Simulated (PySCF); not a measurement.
**The second ionisation energy along the alkaline earths**

Calculated with PySCF 2.14 from differences of total energies of unrestricted determinants, without spin-orbit coupling. Values in eV. The last column holds reference values (NIST; (s) semi-empirical, (t) theoretical, else measured). Unmarked ones compare directly (S terms, centres of terms, or small fine structure); those marked * lie between the lowest fine-structure levels and include a spin-orbit shift.

| element | configurations | UHF | PBE0 | reference |
| --- | --- | --- | --- | --- |
| Be (def2-SVP, non-relativistic) | [He] 2s1 → 1s2 | 17.855 | 18.211 | 18.211 |
| Mg (def2-SVP, non-relativistic) | [Ne] 3s1 → [Ne] | 14.607 | 15.115 | 15.035 |
| Ca (def2-SVP, non-relativistic) | [Ar] 4s1 → [Ar] | 11.262 | 11.808 | 11.872 |
| Sr (def2-SVP with the def2 core potential (28 electrons), ECP) | [Kr] 5s1 → [Kr] | 10.438 | 11.035 | 11.030 |

Question: Which of these methods has the smallest mean absolute error against the measured values here?

Answer: PBE0, with 0.037 eV.

```tsv
method	elements	mean error (eV)	mean absolute error (eV)	largest error (eV)
UHF	4	-0.497	0.497	-0.610
PBE0	4	0.005	0.037	0.080
```

Errors include the incompleteness of the basis and the frozen core.
